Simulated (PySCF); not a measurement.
Sn(H)(Cl)2(OMe) (CH₄Cl₂OSn), SMILES C[O][SnH]([Cl])[Cl].

Geometry optimised at B3LYP-D3(BJ)/def2-SVP. The structure was generated by enumeration; whether it is a known compound was not checked. The def2 effective core potentials stand for the cores of Sn; spin–orbit coupling is left out. Other conformers were not sampled.

These are PySCF with TDDFT-PBE/def2-SVPD values and carry that method's errors.

Vertical excitations. Gas-phase values at a fixed geometry. State labels are in the subgroup Cs.

Task: Estimate the UV-visible absorptions. (Estimate from the structure and the level; the computed values follow.)

Result: 
| state | symmetry | energy (eV) | λ (nm) | f | main pairs |
|---|---|---|---|---|---|
| S1 | A" | 3.74 | 332 | 0.004 | HOMO→LUMO 99 % |
| S2 | A' | 4.64 | 267 | 0.058 | HOMO−1→LUMO 93 % |
| S3 | A" | 4.87 | 254 | 0.019 | HOMO−2→LUMO 84 %, HOMO−3→LUMO 14 % |
| S4 | A" | 4.94 | 251 | 0.007 | HOMO−3→LUMO 86 %, HOMO−2→LUMO 14 % |
| S5 | A' | 5.06 | 245 | 0.022 | HOMO−4→LUMO 97 % |
| S6 | A' | 5.22 | 237 | 0.000 | HOMO−5→LUMO 99 % |
| S7 | A" | 5.70 | 217 | 0.004 | HOMO→LUMO+2 100 % |
| S8 | A' | 5.83 | 213 | 0.046 | HOMO→LUMO+1 87 % |
| S9 | A" | 6.22 | 199 | 0.000 | HOMO−1→LUMO+1 98 % |
| S10 | A' | 6.41 | 193 | 0.066 | HOMO−1→LUMO+2 90 % |
| T1 | A" | 3.51 | 354 | 0 | HOMO→LUMO 100 % |
| T2 | A' | 4.03 | 308 | 0 | HOMO−1→LUMO 99 % |
| T3 | A" | 4.49 | 276 | 0 | HOMO−2→LUMO 99 % |
| T4 | A' | 4.61 | 269 | 0 | HOMO−4→LUMO 99 % |
Triplets are in the Tamm–Dancoff approximation, which puts them higher than full response would, so one can lie above its singlet here.
